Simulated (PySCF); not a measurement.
```xyz
3
charge 0 multiplicity 6, angstrom
Ru    0.0000    0.0000   -0.0704
S     0.0000    0.0000   -2.2496
Cl    0.0000    0.0000    2.2618
```

All numbers come from UB3LYP in PySCF with Ru def2-SVP with ECP28, S def2-SVP, Cl def2-SVP; scalar-relativistic core potentials, no spin–orbit coupling; density-fitted integrals.

This geometry of RuSCl is a stationary point at this level.

Question: What is the point group?

Answer: C∞v.

Question: Is it a minimum?

Answer: No: it has 2 imaginary modes (one degenerate set), at 72i cm⁻¹ (π).

Question: What are the dipole moment and the gap between the highest occupied and lowest empty levels of either spin?

Answer: 1.00 D and 1.96 eV.

Question: Give the atomic charges and bond orders.

Answer: 
```json
{"atom": "Ru1", "Mulliken": "0.34", "Löwdin": "-0.20", "polar tensor": "1.01", "spin (Mulliken)": "3.68", "Mayer order to Ru1": "–"}
{"atom": "S2", "Mulliken": "-0.08", "Löwdin": "0.21", "polar tensor": "-0.35", "spin (Mulliken)": "1.16", "Mayer order to Ru1": "1.91"}
{"atom": "Cl3", "Mulliken": "-0.26", "Löwdin": "0.00", "polar tensor": "-0.66", "spin (Mulliken)": "0.15", "Mayer order to Ru1": "1.05"}
```

This need not be the most stable arrangement of these atoms. Other spin states or occupations of the open shell can lie lower. At this level a quartet minimum of Cs symmetry lies 41 kJ/mol below this structure.
